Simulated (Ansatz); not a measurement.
Species: GeH$_{3}$SeF, charge 0, singlet. GeH3SeF (SMILES F[Se][GeH3]).
B3LYP-D3(BJ)/def2-TZVP minimum from Ansatz (a program for electronic structure):
```xyz
6

Se    -0.0001     0.8073     0.7282
F      1.4042     1.4224    -0.1909
Ge    -0.3529    -1.1174    -0.6374
H      0.8893    -2.0163    -0.5906
H     -1.5640    -1.7974     0.0205
H     -0.6670    -0.6790    -2.0734
```
Charge 0, spin multiplicity 1.

Atomisation energy term by term, kcal/mol (programs: Ansatz). Open shells are spin-unrestricted; no spin-orbit coupling. Cores are frozen in correlated methods (noble-gas shells, and filled d and f shells in the p block). No relativity. CBS(X,Y): correlation extrapolated as X^-3, Hartree-Fock from the larger set (Q,5: extrapolated as (X+1)exp(-9√X)). A bracket is a step between two methods taken in the basis named. Where a partner has so few electrons that a lower coupled-cluster level is exact, that level stands in.

| term | basis | kcal/mol |
|---|---|---|
| Hartree-Fock | CBS(cc-pVQZ,cc-pV5Z) | 232.22 |
| CCSD correlation | CBS(cc-pVQZ,cc-pV5Z) | 115.38 |
| (T) | CBS(cc-pVQZ,cc-pV5Z) | 8.05 |
| CCSDT(Q) - CCSD(T) | cc-pVDZ | 0.79 |
| sum: De |  | 356.4 |
